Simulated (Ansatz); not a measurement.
# Molecular dynamics of CH8BFSi2

The input (input.yaml):

```yaml
crystal:
  periodic: [false, false, false]
  atoms:
    - { symbol: B, position_ang: [-1.755955, 0.099157, 0.159858] }
    - { symbol: C, position_ang: [-0.321828, 0.377353, -0.100451] }
    - { symbol: Si, position_ang: [-0.028198, -1.723686, 0.051301] }
    - { symbol: Si, position_ang: [0.928848, 1.891076, 0.164971] }
    - { symbol: F, position_ang: [1.935325, 1.55385, -1.112034] }
    - { symbol: H, position_ang: [-2.553754, -0.189419, -0.345674] }
    - { symbol: H, position_ang: [-1.758309, 0.240039, 1.442544] }
    - { symbol: H, position_ang: [-0.363567, 0.276713, -1.257584] }
    - { symbol: H, position_ang: [1.325755, -1.703788, 0.756921] }
    - { symbol: H, position_ang: [-0.475627, -2.65735, -0.987677] }
    - { symbol: H, position_ang: [-0.934806, -2.441655, 0.937967] }
    - { symbol: H, position_ang: [1.990433, 2.190357, 1.234605] }
    - { symbol: H, position_ang: [0.183681, 3.054862, -0.116735] }
magnetization:
  spin_polarized: true
basis:
  gaussian: { orbitals: STO-3G }
hamiltonian:
  xc: pbe0
  dispersion: d4
md:
  timestep: 0.25
  n_steps: 250
  ensemble: nve
  temperature: 500.0
  initial_velocities: maxwell_boltzmann
  seed: 469893
  masses: [{ species: H, mass: 3.016 }]
```

Run as:

```bash
$ ansatz run input.yaml --threads 1 --pin off --max-ram 2048MiB --backend cpu --events-out ev --progress --plain --runs-dir out
```

It goes on from the last frame of an earlier run, with new velocities.

Output, in part (one step line in 3, the closing report, with atoms numbered from 0):

```
md step     0: t =     0.00 fs  T =   500.0 K  F+E_penalty+E_count = -20058.21270705 eV  E_kin = 0.710930 eV  conserved = -20057.50177706 eV  (26 SCF iters)
md step     3: t =     0.75 fs  T =   505.0 K  F+E_penalty+E_count = -20058.22011803 eV  E_kin = 0.718058 eV  conserved = -20057.50206016 eV  (23 SCF iters)
md step     6: t =     1.50 fs  T =   682.0 K  F+E_penalty+E_count = -20058.47284473 eV  E_kin = 0.969743 eV  conserved = -20057.50310169 eV  (23 SCF iters)
md step     9: t =     2.25 fs  T =   931.9 K  F+E_penalty+E_count = -20058.82904387 eV  E_kin = 1.324991 eV  conserved = -20057.50405317 eV  (22 SCF iters)
md step    12: t =     3.00 fs  T =  1156.7 K  F+E_penalty+E_count = -20059.14910706 eV  E_kin = 1.644613 eV  conserved = -20057.50449422 eV  (23 SCF iters)
md step    15: t =     3.75 fs  T =  1302.9 K  F+E_penalty+E_count = -20059.35699453 eV  E_kin = 1.852472 eV  conserved = -20057.50452254 eV  (22 SCF iters)
md step    18: t =     4.50 fs  T =  1358.2 K  F+E_penalty+E_count = -20059.43556525 eV  E_kin = 1.931217 eV  conserved = -20057.50434830 eV  (23 SCF iters)
md step    21: t =     5.25 fs  T =  1334.6 K  F+E_penalty+E_count = -20059.40161929 eV  E_kin = 1.897546 eV  conserved = -20057.50407352 eV  (23 SCF iters)
md step    24: t =     6.00 fs  T =  1257.1 K  F+E_penalty+E_count = -20059.29118372 eV  E_kin = 1.787480 eV  conserved = -20057.50370372 eV  (21 SCF iters)
md step    27: t =     6.75 fs  T =  1162.2 K  F+E_penalty+E_count = -20059.15581174 eV  E_kin = 1.652550 eV  conserved = -20057.50326136 eV  (22 SCF iters)
md step    30: t =     7.50 fs  T =  1092.9 K  F+E_penalty+E_count = -20059.05684463 eV  E_kin = 1.553975 eV  conserved = -20057.50286941 eV  (22 SCF iters)
md step    33: t =     8.25 fs  T =  1087.1 K  F+E_penalty+E_count = -20059.04842616 eV  E_kin = 1.545740 eV  conserved = -20057.50268576 eV  (22 SCF iters)
md step    36: t =     9.00 fs  T =  1162.3 K  F+E_penalty+E_count = -20059.15545164 eV  E_kin = 1.652631 eV  conserved = -20057.50282036 eV  (22 SCF iters)
md step    39: t =     9.75 fs  T =  1305.5 K  F+E_penalty+E_count = -20059.35948961 eV  E_kin = 1.856283 eV  conserved = -20057.50320631 eV  (22 SCF iters)
md step    42: t =    10.50 fs  T =  1479.7 K  F+E_penalty+E_count = -20059.60754130 eV  E_kin = 2.103909 eV  conserved = -20057.50363196 eV  (22 SCF iters)
md step    45: t =    11.25 fs  T =  1642.8 K  F+E_penalty+E_count = -20059.83969966 eV  E_kin = 2.335792 eV  conserved = -20057.50390743 eV  (25 SCF iters)
md step    48: t =    12.00 fs  T =  1765.6 K  F+E_penalty+E_count = -20060.01439034 eV  E_kin = 2.510388 eV  conserved = -20057.50400276 eV  (22 SCF iters)
md step    51: t =    12.75 fs  T =  1836.0 K  F+E_penalty+E_count = -20060.11448421 eV  E_kin = 2.610485 eV  conserved = -20057.50399952 eV  (22 SCF iters)
md step    54: t =    13.50 fs  T =  1852.7 K  F+E_penalty+E_count = -20060.13821105 eV  E_kin = 2.634217 eV  conserved = -20057.50399433 eV  (22 SCF iters)
md step    57: t =    14.25 fs  T =  1816.4 K  F+E_penalty+E_count = -20060.08676517 eV  E_kin = 2.582703 eV  conserved = -20057.50406181 eV  (22 SCF iters)
md step    60: t =    15.00 fs  T =  1724.1 K  F+E_penalty+E_count = -20059.95562101 eV  E_kin = 2.451439 eV  conserved = -20057.50418232 eV  (22 SCF iters)
md step    63: t =    15.75 fs  T =  1571.4 K  F+E_penalty+E_count = -20059.73851571 eV  E_kin = 2.234324 eV  conserved = -20057.50419129 eV  (22 SCF iters)
md step    66: t =    16.50 fs  T =  1368.6 K  F+E_penalty+E_count = -20059.44980080 eV  E_kin = 1.945982 eV  conserved = -20057.50381904 eV  (22 SCF iters)
md step    69: t =    17.25 fs  T =  1162.7 K  F+E_penalty+E_count = -20059.15621294 eV  E_kin = 1.653235 eV  conserved = -20057.50297804 eV  (22 SCF iters)
md step    72: t =    18.00 fs  T =  1039.7 K  F+E_penalty+E_count = -20058.98048720 eV  E_kin = 1.478343 eV  conserved = -20057.50214415 eV  (22 SCF iters)
md step    75: t =    18.75 fs  T =  1077.9 K  F+E_penalty+E_count = -20059.03478853 eV  E_kin = 1.532674 eV  conserved = -20057.50211447 eV  (21 SCF iters)
md step    78: t =    19.50 fs  T =  1279.1 K  F+E_penalty+E_count = -20059.32170252 eV  E_kin = 1.818676 eV  conserved = -20057.50302630 eV  (22 SCF iters)
md step    81: t =    20.25 fs  T =  1557.3 K  F+E_penalty+E_count = -20059.71834833 eV  E_kin = 2.214202 eV  conserved = -20057.50414595 eV  (23 SCF iters)
md step    84: t =    21.00 fs  T =  1802.1 K  F+E_penalty+E_count = -20060.06717430 eV  E_kin = 2.562371 eV  conserved = -20057.50480285 eV  (22 SCF iters)
md step    87: t =    21.75 fs  T =  1941.7 K  F+E_penalty+E_count = -20060.26578343 eV  E_kin = 2.760880 eV  conserved = -20057.50490361 eV  (22 SCF iters)
md step    90: t =    22.50 fs  T =  1957.3 K  F+E_penalty+E_count = -20060.28758828 eV  E_kin = 2.782944 eV  conserved = -20057.50464449 eV  (22 SCF iters)
md step    93: t =    23.25 fs  T =  1868.3 K  F+E_penalty+E_count = -20060.16062594 eV  E_kin = 2.656429 eV  conserved = -20057.50419666 eV  (22 SCF iters)
md step    96: t =    24.00 fs  T =  1716.5 K  F+E_penalty+E_count = -20059.94422372 eV  E_kin = 2.440564 eV  conserved = -20057.50365995 eV  (22 SCF iters)
md step    99: t =    24.75 fs  T =  1553.9 K  F+E_penalty+E_count = -20059.71253039 eV  E_kin = 2.209384 eV  conserved = -20057.50314597 eV  (21 SCF iters)
md step   102: t =    25.50 fs  T =  1430.7 K  F+E_penalty+E_count = -20059.53699367 eV  E_kin = 2.034187 eV  conserved = -20057.50280660 eV  (22 SCF iters)
md step   105: t =    26.25 fs  T =  1380.1 K  F+E_penalty+E_count = -20059.46506865 eV  E_kin = 1.962316 eV  conserved = -20057.50275284 eV  (21 SCF iters)
md step   108: t =    27.00 fs  T =  1408.4 K  F+E_penalty+E_count = -20059.50549245 eV  E_kin = 2.002543 eV  conserved = -20057.50294983 eV  (22 SCF iters)
md step   111: t =    27.75 fs  T =  1497.5 K  F+E_penalty+E_count = -20059.63246873 eV  E_kin = 2.129225 eV  conserved = -20057.50324323 eV  (22 SCF iters)
md step   114: t =    28.50 fs  T =  1619.1 K  F+E_penalty+E_count = -20059.80556756 eV  E_kin = 2.302081 eV  conserved = -20057.50348617 eV  (22 SCF iters)
md step   117: t =    29.25 fs  T =  1748.4 K  F+E_penalty+E_count = -20059.98961721 eV  E_kin = 2.485987 eV  conserved = -20057.50363009 eV  (22 SCF iters)
md step   120: t =    30.00 fs  T =  1869.7 K  F+E_penalty+E_count = -20060.16223558 eV  E_kin = 2.658515 eV  conserved = -20057.50372066 eV  (22 SCF iters)
md step   123: t =    30.75 fs  T =  1973.1 K  F+E_penalty+E_count = -20060.30923552 eV  E_kin = 2.805410 eV  conserved = -20057.50382520 eV  (22 SCF iters)
md step   126: t =    31.50 fs  T =  2048.2 K  F+E_penalty+E_count = -20060.41619069 eV  E_kin = 2.912200 eV  conserved = -20057.50399084 eV  (22 SCF iters)
md step   129: t =    32.25 fs  T =  2080.6 K  F+E_penalty+E_count = -20060.46255664 eV  E_kin = 2.958336 eV  conserved = -20057.50422087 eV  (22 SCF iters)
md step   132: t =    33.00 fs  T =  2052.3 K  F+E_penalty+E_count = -20060.42249714 eV  E_kin = 2.918065 eV  conserved = -20057.50443192 eV  (22 SCF iters)
md step   135: t =    33.75 fs  T =  1950.4 K  F+E_penalty+E_count = -20060.27755609 eV  E_kin = 2.773138 eV  conserved = -20057.50441841 eV  (22 SCF iters)
md step   138: t =    34.50 fs  T =  1786.3 K  F+E_penalty+E_count = -20060.04382806 eV  E_kin = 2.539881 eV  conserved = -20057.50394656 eV  (24 SCF iters)
md step   141: t =    35.25 fs  T =  1615.1 K  F+E_penalty+E_count = -20059.79947356 eV  E_kin = 2.296420 eV  conserved = -20057.50305388 eV  (22 SCF iters)
md step   144: t =    36.00 fs  T =  1525.5 K  F+E_penalty+E_count = -20059.67135228 eV  E_kin = 2.168990 eV  conserved = -20057.50236254 eV  (22 SCF iters)
md step   147: t =    36.75 fs  T =  1581.2 K  F+E_penalty+E_count = -20059.75091921 eV  E_kin = 2.248299 eV  conserved = -20057.50262005 eV  (22 SCF iters)
md step   150: t =    37.50 fs  T =  1758.7 K  F+E_penalty+E_count = -20060.00438287 eV  E_kin = 2.500692 eV  conserved = -20057.50369059 eV  (22 SCF iters)
md step   153: t =    38.25 fs  T =  1959.1 K  F+E_penalty+E_count = -20060.29032373 eV  E_kin = 2.785617 eV  conserved = -20057.50470666 eV  (22 SCF iters)
md step   156: t =    39.00 fs  T =  2084.2 K  F+E_penalty+E_count = -20060.46849412 eV  E_kin = 2.963422 eV  conserved = -20057.50507223 eV  (22 SCF iters)
md step   159: t =    39.75 fs  T =  2091.4 K  F+E_penalty+E_count = -20060.47846933 eV  E_kin = 2.973621 eV  conserved = -20057.50484798 eV  (21 SCF iters)
md step   162: t =    40.50 fs  T =  1994.9 K  F+E_penalty+E_count = -20060.34083389 eV  E_kin = 2.836518 eV  conserved = -20057.50431554 eV  (22 SCF iters)
md step   165: t =    41.25 fs  T =  1842.0 K  F+E_penalty+E_count = -20060.12274524 eV  E_kin = 2.619042 eV  conserved = -20057.50370338 eV  (22 SCF iters)
md step   168: t =    42.00 fs  T =  1689.1 K  F+E_penalty+E_count = -20059.90488243 eV  E_kin = 2.401665 eV  conserved = -20057.50321750 eV  (22 SCF iters)
md step   171: t =    42.75 fs  T =  1581.6 K  F+E_penalty+E_count = -20059.75186417 eV  E_kin = 2.248825 eV  conserved = -20057.50303897 eV  (22 SCF iters)
md step   174: t =    43.50 fs  T =  1535.2 K  F+E_penalty+E_count = -20059.68602632 eV  E_kin = 2.182812 eV  conserved = -20057.50321391 eV  (22 SCF iters)
md step   177: t =    44.25 fs  T =  1532.7 K  F+E_penalty+E_count = -20059.68286226 eV  E_kin = 2.179326 eV  conserved = -20057.50353649 eV  (23 SCF iters)
md step   180: t =    45.00 fs  T =  1542.5 K  F+E_penalty+E_count = -20059.69698502 eV  E_kin = 2.193235 eV  conserved = -20057.50374973 eV  (23 SCF iters)
md step   183: t =    45.75 fs  T =  1541.4 K  F+E_penalty+E_count = -20059.69543275 eV  E_kin = 2.191681 eV  conserved = -20057.50375175 eV  (23 SCF iters)
md step   186: t =    46.50 fs  T =  1525.5 K  F+E_penalty+E_count = -20059.67263229 eV  E_kin = 2.169035 eV  conserved = -20057.50359751 eV  (23 SCF iters)
md step   189: t =    47.25 fs  T =  1506.1 K  F+E_penalty+E_count = -20059.64489263 eV  E_kin = 2.141491 eV  conserved = -20057.50340172 eV  (23 SCF iters)
md step   192: t =    48.00 fs  T =  1499.9 K  F+E_penalty+E_count = -20059.63587810 eV  E_kin = 2.132616 eV  conserved = -20057.50326246 eV  (21 SCF iters)
md step   195: t =    48.75 fs  T =  1519.1 K  F+E_penalty+E_count = -20059.66318107 eV  E_kin = 2.159943 eV  conserved = -20057.50323852 eV  (20 SCF iters)
md step   198: t =    49.50 fs  T =  1566.0 K  F+E_penalty+E_count = -20059.72997919 eV  E_kin = 2.226635 eV  conserved = -20057.50334406 eV  (21 SCF iters)
md step   201: t =    50.25 fs  T =  1631.4 K  F+E_penalty+E_count = -20059.82316546 eV  E_kin = 2.319629 eV  conserved = -20057.50353636 eV  (22 SCF iters)
md step   204: t =    51.00 fs  T =  1699.0 K  F+E_penalty+E_count = -20059.91945820 eV  E_kin = 2.415742 eV  conserved = -20057.50371649 eV  (22 SCF iters)
md step   207: t =    51.75 fs  T =  1755.2 K  F+E_penalty+E_count = -20059.99940362 eV  E_kin = 2.495665 eV  conserved = -20057.50373892 eV  (22 SCF iters)
md step   210: t =    52.50 fs  T =  1800.5 K  F+E_penalty+E_count = -20060.06363081 eV  E_kin = 2.560073 eV  conserved = -20057.50355792 eV  (22 SCF iters)
md step   213: t =    53.25 fs  T =  1853.3 K  F+E_penalty+E_count = -20060.13844005 eV  E_kin = 2.635156 eV  conserved = -20057.50328367 eV  (22 SCF iters)
md step   216: t =    54.00 fs  T =  1938.8 K  F+E_penalty+E_count = -20060.25986329 eV  E_kin = 2.756688 eV  conserved = -20057.50317532 eV  (22 SCF iters)
md step   219: t =    54.75 fs  T =  2067.2 K  F+E_penalty+E_count = -20060.44267710 eV  E_kin = 2.939296 eV  conserved = -20057.50338077 eV  (22 SCF iters)
md step   222: t =    55.50 fs  T =  2219.5 K  F+E_penalty+E_count = -20060.65970832 eV  E_kin = 3.155843 eV  conserved = -20057.50386571 eV  (22 SCF iters)
md step   225: t =    56.25 fs  T =  2351.3 K  F+E_penalty+E_count = -20060.84763835 eV  E_kin = 3.343203 eV  conserved = -20057.50443500 eV  (21 SCF iters)
md step   228: t =    57.00 fs  T =  2410.3 K  F+E_penalty+E_count = -20060.93194448 eV  E_kin = 3.427072 eV  conserved = -20057.50487243 eV  (24 SCF iters)
md step   231: t =    57.75 fs  T =  2357.6 K  F+E_penalty+E_count = -20060.85720235 eV  E_kin = 3.352232 eV  conserved = -20057.50497022 eV  (21 SCF iters)
md step   234: t =    58.50 fs  T =  2188.3 K  F+E_penalty+E_count = -20060.61599151 eV  E_kin = 3.111411 eV  conserved = -20057.50458021 eV  (21 SCF iters)
md step   237: t =    59.25 fs  T =  1943.5 K  F+E_penalty+E_count = -20060.26718380 eV  E_kin = 2.763417 eV  conserved = -20057.50376709 eV  (21 SCF iters)
md step   240: t =    60.00 fs  T =  1702.4 K  F+E_penalty+E_count = -20059.92350139 eV  E_kin = 2.420558 eV  conserved = -20057.50294365 eV  (22 SCF iters)
md step   243: t =    60.75 fs  T =  1542.4 K  F+E_penalty+E_count = -20059.69565316 eV  E_kin = 2.193026 eV  conserved = -20057.50262728 eV  (21 SCF iters)
md step   246: t =    61.50 fs  T =  1493.5 K  F+E_penalty+E_count = -20059.62643066 eV  E_kin = 2.123516 eV  conserved = -20057.50291516 eV  (21 SCF iters)
md step   249: t =    62.25 fs  T =  1529.3 K  F+E_penalty+E_count = -20059.67789391 eV  E_kin = 2.174484 eV  conserved = -20057.50341034 eV  (21 SCF iters)
md step   250: t =    62.50 fs  T =  1551.5 K  F+E_penalty+E_count = -20059.70953059 eV  E_kin = 2.205986 eV  conserved = -20057.50354415 eV  (24 SCF iters)
Total energy: -20059.70954793 eV, -737.1807289269 hartree
Atom 0 at    -1.736117     0.179943     0.599567 Å, force    -4.648406    -1.840578    -4.581582 eV/Å
Atom 1 at    -0.618677     0.373531    -0.478756 Å, force     0.089342    -2.026378    -1.283347 eV/Å
Atom 2 at     0.144218    -1.407453    -0.006831 Å, force    -0.182625    -0.853698    -0.065161 eV/Å
Atom 3 at     0.752502     1.568487    -0.014279 Å, force     2.773281    -1.760893     0.091507 eV/Å
Atom 4 at     2.227132     1.477995    -0.823570 Å, force    -1.203287    -0.212821    -0.476786 eV/Å
Atom 5 at    -3.030553    -0.291474     0.526582 Å, force     3.928268     0.631020    -1.348754 eV/Å
Atom 6 at    -1.889108     0.538231     1.595539 Å, force     1.687553     1.744989     4.248718 eV/Å
Atom 7 at    -0.861840     0.298681    -1.653667 Å, force     0.304869     0.328423     3.420215 eV/Å
Atom 8 at     1.596634    -1.293943     0.563995 Å, force    -2.282889    -0.279325    -1.101027 eV/Å
Atom 9 at    -0.063027    -2.326410    -1.236624 Å, force     0.635512     1.283360     1.804972 eV/Å
Atom 10 at    -0.740318    -1.987080     1.082865 Å, force     1.003373     0.498473    -0.960141 eV/Å
Atom 11 at     1.358275     1.221258     1.281087 Å, force    -1.242063     0.345528     0.161682 eV/Å
Atom 12 at     0.353266     2.873175    -0.171444 Å, force    -0.862927     2.141899     0.089705 eV/Å
Dipole moment:     0.112587    -0.183134    -0.088468 e Å
```

The run went to its last step. The conserved energy stayed within 0.25 meV per atom of its start (net change -0.14 meV per atom), so the integration is sound. The system heated up, since it started high on the potential surface and ran downhill. A run of 0.062 ps of so small a system gives no equilibrium averages. Limits of this set-up: minimal basis.

The same pairs are bonded in the first frame and the last. Pairs count as bonded within 1.25 times the sum of covalent radii (0.12 Å more for H–H).

Last frame:

```xyz
13
Properties=species:S:1:pos:R:3
B -1.736 0.180 0.600
C -0.619 0.373 -0.479
Si 0.144 -1.407 -0.007
Si 0.752 1.569 -0.014
F 2.227 1.478 -0.824
H -3.031 -0.291 0.527
H -1.889 0.538 1.595
H -0.862 0.299 -1.654
H 1.597 -1.294 0.564
H -0.063 -2.326 -1.237
H -0.740 -1.987 1.083
H 1.358 1.221 1.281
H 0.353 2.873 -0.171
```

Time of the run: 17 min on 1 thread of Arm Neoverse V1, with other jobs on the host, peak memory 0.16 GiB.
